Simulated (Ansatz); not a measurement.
Job for Ansatz (a quantum-chemistry and plane-wave program): U-wB97X-V/def2-TZVPP on CH5OSb (SMILES C[O][SbH2]), a point of a bond scan (R = 1.919 Å). Elements past Kr take the def2 small-core potentials; no spin–orbit coupling.

Ansatz 0.2 input:
```yaml
crystal:
  periodic: [false, false, false]
  atoms:
    - {symbol: Sb, position_ang: [-0.39157453, 0.27290890, 0.37968144]}
    - {symbol: H, position_ang: [-1.52742713, -0.68889881, -0.50198031]}
    - {symbol: H, position_ang: [-0.42292795, 1.44227964, -0.89474065]}
    - {symbol: O, position_ang: [1.21630374, -0.67902950, -0.26409632]}
    - {symbol: C, position_ang: [1.33907823, -0.99600193, -1.63877811]}
    - {symbol: H, position_ang: [1.33392210, 0.57885464, -2.73539592]}
    - {symbol: H, position_ang: [2.29029061, -1.51456926, -1.77765726]}
    - {symbol: H, position_ang: [0.52933451, -1.65283392, -1.97851940]}
basis:
  gaussian:
    orbitals: def2-TZVPP
hamiltonian:
  xc: {name: wB97X-V}
magnetization: {spin_polarized: true, initial_magnetization: 0}
```

Output:

```
WARN ansatz: RAYON_NUM_THREADS=1 ignored (pool sized by the plan → 1); use --threads N
Functional definition: wB97X-V
integrals: 0.11 GiB planned
1062 factors; their error is unknown
integrals: 0.14 GiB planned
253 factors; integrals over basis functions are off by at most 2.6e-5 eV
mean field: 1.37 GiB planned
mean field evaluation 1: about -9695.5862 eV, gradient 3.0e1 eV
mean field evaluation 2: about -9692.2156 eV, gradient 4.4e1 eV
mean field evaluation 4: about -9699.2902 eV, gradient 1.9e0 eV
mean field evaluation 8: about -9699.3140 eV, gradient 8.5e-2 eV
mean field evaluation 16: about -9699.4173 eV, gradient 3.1e-4 eV
mean field -9699.41725201 eV, -356.4470095103 hartree, gradient 1.2e-5 eV, S^2 0.000000; 1 other end points of the search recorded, 0 dependent functions left out
reference -9699.41724995 eV, -356.4470094345 hartree; 21, 21 occupied and 161, 161 virtual orbitals, 1062 factors
Total energy: -9699.41724995 eV, -356.4470094345 hartree
```

The run converged.

Cost: about 40 core-seconds (a rough figure).
